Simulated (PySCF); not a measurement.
Labels have come off several samples. The candidates:

A. SMILES C=Cp1c(C)ccc1OC
B. `C[P@](=O)(O)c1ccccn1`
C. `InChI=1S/C8H11OP/c1-6-4-5-8(9-3)10-7(6)2/h4-5H,1-3H3`

Spectrum 1. $^{1}$H NMR (400 MHz, computed): δ 6.55 (m, 1H), 6.42 (m, 1H), 6.31 (m, 1H), 6.03 (m, 1H), 5.59 (m, 1H), 3.76 (s, 3H), 2.04 (m, 3H). $^{13}$C{$^{1}$H} NMR (computed): δ 187.8 (C), 147.0 (CH), 143.4 (C), 141.6 (CH2), 139.3 (CH), 110.2 (CH), 58.3 (CH3), 18.5 (CH3).

Spectrum 2. $^{1}$H NMR (400 MHz, computed): δ 7.58 (m, 1H), 7.51 (m, 1H), 4.11 (s, 3H), 2.72 (m, 3H), 2.43 (s, 3H). $^{13}$C{$^{1}$H} NMR (computed): δ 204.1 (C), 172.6 (C), 140.0 (C), 139.3 (CH), 126.0 (CH), 59.7 (CH3), 27.1 (CH3), 24.3 (CH3).

Spectrum 3. $^{1}$H NMR (400 MHz, computed): δ 8.99 (m, 1H), 7.98 (m, 1H), 7.51 (m, 1H), 7.46 (m, 1H), 4.11 (br s, 1H), 1.65 (m, 3H). $^{13}$C{$^{1}$H} NMR (computed): δ 166.6 (C), 156.0 (CH), 141.8 (CH), 129.7 (CH), 126.1 (CH), 15.0 (CH3).

Non-relativistic, rapidly exchanging positions averaged, one computed conformer, isolated molecule. Coordinates at the GFN2-xTB level; shielding tensors at PBE0/pcSseg-1 (GIAO); PySCF 2.14.

Shifts are taken against calculated references (same method and geometry level): $^{1}$H and $^{13}$C against TMS. Splittings of carbon signals by F and P are missing where no couplings were computed. Where no couplings were computed, multiplicities follow the n + 1 count of equivalent neighbours, and m marks all less simple cases (inequivalent or close neighbours, rings, F or P nearby). Shifts are as computed. Against solution values, carbons near 30 ppm lie about +3 ppm off and those near 130 ppm about +5 ppm. Of 1211 compounds with measured shifts, 218 miss one by over three times the rms of a fit or turn the order of signals round; such compounds aren't used in these exercises. OH and NH positions are gas-phase values without hydrogen bonding to other molecules.

Q: Which spectrum belongs to which compound?

A: 1–A, 2–C, 3–B.

- Spectrum 1 (A): 8 $^{13}$C signals; δC 147.0 is an alkene CH; δC 141.6 is a terminal =CH2 carbon.
- Spectrum 2 (C): 8 $^{13}$C signals; δC 204.1 is an aromatic carbon bearing oxygen; δC 139.3 is an aromatic CH.
- Spectrum 3 (B): 6 $^{13}$C signals; δC 156.0 is an aromatic CH next to a ring nitrogen; δC 129.7 is an aromatic CH.
